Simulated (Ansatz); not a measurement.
`[SiH3][SiH2][GeH3]` + `[SH][GeH3]` → `[GeH3][S][GeH3]` + `[SiH3][SiH3]` at 600 K and 1 bar (cleavage of the Ge–Si bond).

Gas-phase electronic energies from Ansatz, PBE0-D4/def2-TZVP geometries. CBS: MP2 limit from def2 TZ/QZ plus the TZ coupled-cluster correction, frozen cores. For Ge outer-core shells are correlated without core-valence functions, which leaves a few kJ/mol of doubt a bond. Scalar relativity is left out up to krypton.

| species | CCSD(T)/CBS energy (Eh) | H − E (kJ/mol) | S (J/(mol·K)) |
| --- | --- | --- | --- |
| `[SiH3][SiH2][GeH3]` | -2659.06477 | 238.5 | 469.6 |
| `[SH][GeH3]` | -2476.30083 | 123.6 | 342.5 |
| `[GeH3][S][GeH3]` | -4553.63258 | 186.9 | 445.2 |
| `[SiH3][SiH3]` | -581.74359 | 174.5 | 343.9 |

H − E and S are ideal-gas, rigid-rotor, harmonic terms from PBE0-D4/def2-TZVP. 1 Eh = 2625.50 kJ/mol, R = 8.31446 J/(mol·K).

By hand: ΔE, ΔH, ΔS and ΔG.

ΔE = (-4553.63258) + (-581.74359) − (-2659.06477) − (-2476.30083) = -0.01057 Eh = -27.8 kJ/mol. Δ(H − E) = 186.9 + 174.5 − 238.5 − 123.6 = -0.7, so ΔH = -28.5 kJ/mol. ΔS = 445.2 + 343.9 − 469.6 − 342.5 = -23.0 J/(mol·K). ΔG = -28.5 − 600 × (-23.0)/1000 = -14.7 kJ/mol.

By hand: the equilibrium constant, and the temperature at which ΔG would vanish if ΔH and ΔS stayed fixed.

log₁₀ K = −ΔG/(RT ln 10) = 1.3. ΔG = 0 at ΔH/ΔS = 1239 K.

TΔS isn't small against ΔH here. A doubt of 5 kJ/mol in ΔE shifts log₁₀ K by 0.4 here. Modes under 60 cm⁻¹, often nearly free rotors, make the harmonic entropy too high. These are equilibria of isolated gas molecules and say nothing of rates. Largest T1 diagnostic: 0.013 (customary marks: 0.02 for closed shells, 0.045 for open ones).
